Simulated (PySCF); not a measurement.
# `C#CC#CB(N)/C=C/C`, C7H8BN

Cartesian coordinates in Å; atom numbers follow the order of the lines, from 1:
```xyz
17

C     1.5474    3.9885    2.0431
C     1.4205    2.8836    1.5781
C     1.2797    1.6393    1.0520
C     1.1585    0.5264    0.5819
B     0.9920   -0.8611   -0.0079
N     2.0377   -1.7717    0.1092
C    -0.3252   -1.2673   -0.7347
C    -1.3760   -0.4670   -0.9024
C    -2.6430   -0.8386   -1.5967
H     1.6571    4.9483    2.4500
H     2.9094   -1.5659    0.5671
H     1.9935   -2.7069   -0.2578
H    -0.3998   -2.2741   -1.1383
H    -1.3427    0.5457   -0.5178
H    -2.8145   -0.1744   -2.4443
H    -2.6114   -1.8655   -1.9552
H    -3.4902   -0.7272   -0.9194
```

Theory: PySCF 2.14.0, GIAO B3LYP/pcSseg-1 magnetisability, rotational g tensor and spin-rotation constants, non-relativistic, gas phase. Geometry: GFN2-xTB.

(1) How diamagnetic is it, and how anisotropic?

(2) Split it along the inertial axes a, b, c into diamagnetic and paramagnetic parts about the centre of mass, with the quadrupole moment.

(3) And the rotational g tensor?

Answers

(1) Isotropic -1326 × 10⁻³⁰ J/T², or -79.8 × 10⁻⁶ cm³/mol; principal values -1445, -1309, -1224 × 10⁻³⁰ J/T², anisotropy 193 × 10⁻³⁰ J/T² (root of half the summed squared differences of the principal values). The susceptibility is in cgs units.

(2) 
```tsv
axis	χ (10⁻⁶ cm³/mol)	diamagnetic (10⁻⁶ cm³/mol)	paramagnetic (10⁻⁶ cm³/mol)	summed x² of all electrons (Å²)	quadrupole Θ (D Å)
a	-78.8	-652.6	573.8	377.5	+6.54
b	-73.7	-1658.5	1584.8	140.4	+7.24
c	-87.0	-2196.9	2109.9	13.5	-13.78
```
Anisotropies 2χaa − χbb − χcc = +3.0 and 2χbb − χaa − χcc = +18.4 × 10⁻⁶ cm³/mol. Θ is traceless in Buckingham's convention.

(3) 
```
axis  rotational constant (GHz)        g  nuclear part  electronic part
   a                     2.2339  -0.0104        0.5918          -0.6022
   b                     0.7609  -0.0055        0.5610          -0.5665
   c                     0.5696  +0.0027        0.5673          -0.5646
```
Asymmetric top; isotopes 11B, 12C, 1H, 14N; no vibrational averaging.
